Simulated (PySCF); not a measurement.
Harmonic spectrum computed at PBE0 in the def2-TZVP basis family (core potentials from Rb on, PySCF, no spin–orbit coupling):

```
ω (cm⁻¹)  IR (km/mol)
     125          6.8
     127          0.0
     437          2.7
     600          110
     903         51.2
    3854          106
```

Which molecule gave it? In each, all ligands are bound to the one heavy central atom.
A. IS(OH) (singlet)
B. TlS(OH) (singlet)
C. InS(OH) (singlet)
D. GaS(OH) (singlet)

B. It has Cs symmetry with O–H 0.963 Å, Tl–O 2.003 Å, Tl–S 2.214 Å.
